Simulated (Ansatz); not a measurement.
`C=C=C[SiH](C)F` + H₂Se → `C=C=C[SeH]` + `C[SiH2]F`  (substitution at a C–Si bond)

Gas-phase electronic energies from Ansatz, PBE0-D4/def2-TZVP geometries. CCSD(T)/CBS adds triple-zeta CCSD(T) − MP2 to the extrapolated MP2 energy (def2 sets, frozen cores). Functionals use def2-TZVPP. B3LYP here is the variant with VWN-RPA as its local correlation; programs differ in this. For Se outer-core shells are correlated without core-valence functions, which leaves a few kJ/mol of doubt a bond. Scalar relativity is left out up to krypton. Each species was taken in one conformer, which may not be the lowest.

```json
{"level": "PBE-D4", "ΔE (eV)": "0.66"}
{"level": "ωB97X-V", "ΔE (eV)": "0.71"}
{"level": "ωB97M-V", "ΔE (eV)": "0.74"}
{"level": "PBE0", "ΔE (eV)": "0.67"}
{"level": "B3LYP", "ΔE (eV)": "0.64"}
{"level": "SCS-MP2/def2-TZVPP", "ΔE (eV)": "0.63"}
{"level": "CCSD(T)/def2-TZVPP", "ΔE (eV)": "0.68"}
{"level": "MP2/CBS(def2)", "ΔE (eV)": "0.69"}
```

(1) What does CCSD(T)/CBS give? (Best estimate.)

Largest T1 diagnostic among the species: 0.012.

Results:

(1) Computed: +0.70 eV. The listed levels differ from it by -0.04, 0.01, 0.04, -0.03, -0.06, -0.07, -0.02, -0.01 eV.

The D4 term adds +0.05 eV with B3LYP and +0.03 eV with PBE0; it sums over pairs of atoms, weighted by their polarisabilities, and B3LYP, whose exchange is more repulsive, gets the larger term. From PBE to PBE0 (25 % exact exchange), in def2-TZVPP and without D4, ΔE moves by +0.04 eV.
